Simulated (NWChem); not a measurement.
Molecule: SnH₂, singlet; SMILES [SnH2]

Program: NWChem. Low-valent species are run as closed-shell singlets; no triplet was tried in these runs. All runs use the structure optimised with PBE0/def2-SVP. def2 effective core potentials on Sn; no spin-orbit coupling. Ions are spin-unrestricted doublets at the neutral geometry; other ion states weren't tried.

Q: What does the run give for LDA (Slater exchange, VWN5)/def2-SVP? Quantities: vertical ionisation energy, ΔSCF (eV); −ε(HOMO) (eV).

A: 
```yaml
vertical ionisation energy, ΔSCF (eV): 9.09
"−ε(HOMO) (eV)": 5.73
```
